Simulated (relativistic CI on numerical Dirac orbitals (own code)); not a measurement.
## Main line and satellite in the 2p photoemission of Cu2+: a two-state model

Problem. An octahedral Cu2+ site (d9) has Δ = 0.5, V(eg) = 1.6, 10Dq = 1, 10Dq(ligand) = 0.9 and a core-hole attraction U_cd = 8.4 eV; the hopping is scaled by 0.9 in the final state. Δ is defined between configuration averages. Find the d count, the distance of the satellite and its intensity.

Working.
1. The hole has eg symmetry. Its energy is −0.6 × 10Dq in d9 and Δ − 0.6 × 10Dq(ligand) in d10L, so the gap is Δ' = 0.56 eV.
2. Ground state cos θ |d9⟩ − sin θ |d10L⟩ with tan 2θ = 2V/Δ', θ = 40.0°: weights 0.586 and 0.414, n_d = 9.414.
3. The core hole pulls d10L down by U_cd: the gap becomes Δ' − U_cd = -7.84 eV, the hopping is V' = 1.44 eV, and tan 2θ' = 2V'/(Δ' − U_cd) gives θ' = 79.9°.
4. The two final states lie W = √[(Δ' − U_cd)² + 4V'²] = 8.35 eV apart. The lower, mostly d10L, is the main line.
5. In the sudden approximation the intensities are cos²(θ' − θ) and sin²(θ' − θ), so satellite/main = tan²(39.9°) = 0.70.

Check. The full cluster calculation (with spin-orbit coupling and 2p-3d multiplets, which spread the d9 satellite) gives n_d = 9.412; in its broadened 2p3/2 spectrum, cut halfway, the centroids lie 8.32 eV apart with an area ratio of 0.71.
